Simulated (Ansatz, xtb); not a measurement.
**Cl3FOW: which of two structures lies lower**

We compare a, a singlet given by its coordinates, with b, a triplet given by its coordinates. Both are isolated molecules in the gas phase, relaxed with PBE0-D4/def2-SVP.

a (Å):

```
atom    x (Å)    y (Å)    z (Å)
  Cl  -0.4459  -2.1908   0.1718
  Cl   1.0395   0.6685  -2.0247
  Cl  -0.3919   1.4709   1.5128
   F   1.6755  -0.3033   0.6027
   O  -1.5947   0.2779  -0.8525
   W  -0.0619   0.0058  -0.1708
```

Close contacts (Å): Cl1–W6 2.26, Cl2–W6 2.26, Cl3–W6 2.26, F4–W6 1.93, O5–W6 1.70.

b (Å):

```xyz
6

Cl    0.1948   -2.2587   -0.6617
Cl   -1.4698   -0.3567    1.5739
Cl    0.1980    1.7022    1.4813
F     1.8920    0.2132   -0.5752
O    -0.8167    0.6327   -1.5748
W     0.0438    0.0034   -0.2896
```

Close contacts (Å): Cl1–W6 2.30, Cl2–Cl3 2.65, Cl2–W6 2.43, Cl3–W6 2.46, F4–W6 1.88, O5–W6 1.67.

**Question.** Which of the two would you expect CCSD(T)/def2-SVP + ΔMP2/def2-TZVPP electronic energies to favour?

**Answer.** Structure a; the calculation gives E(b) − E(a) = +1.847 eV.

How the difference moves with the method:

```csv
level,geometry,E(b) − E(a) (eV),departure from the last row (eV),"job, with rough time for the two"
PBE0-D4/def2-SVP,PBE0-D4/def2-SVP,+1.475,−0.372,"optimisation, 2.8 min"
HF/def2-SVP,PBE0-D4/def2-SVP,+0.452,−1.395,part of the CCSD(T) run
MP2/def2-SVP,PBE0-D4/def2-SVP,+2.403,+0.556,part of the CCSD(T) run
CCSD(T)/def2-SVP,PBE0-D4/def2-SVP,+1.812,−0.034,single point
CCSD(T)/def2-SVP + ΔMP2/def2-TZVPP,PBE0-D4/def2-SVP,+1.847,,"single point, 3.7 min"
```

The levels shown agree on the order. The largest departure from CCSD(T)/def2-SVP + ΔMP2/def2-TZVPP is that of HF/def2-SVP, 1.395 eV. Levels run at GFN2-xTB geometries aren't shown. The last row adds to CCSD(T) the change of the MP2 difference between the two basis sets, here +0.034 eV.

With thermal terms from frequencies at re-optimised GFN2-xTB minima (ideal gas, soft modes damped towards free rotors, one conformer each, 298.15 K, 1 atm): the zero-point term adds −0.035 eV; ΔH is +1.834 and ΔG +1.740 eV.

The T1 diagnostic of structure a is large, so the coupled-cluster value is less sure. Open shells are spin-unrestricted. The correlated steps freeze 17 core orbitals. Atoms past krypton carry core potentials in the def2 sets and no spin–orbit term is included. ΔG holds the spin degeneracy. Run with Ansatz 0.2.0, xtb 6.7.1; the last row on 2 threads of Arm Neoverse V2 on a shared host.
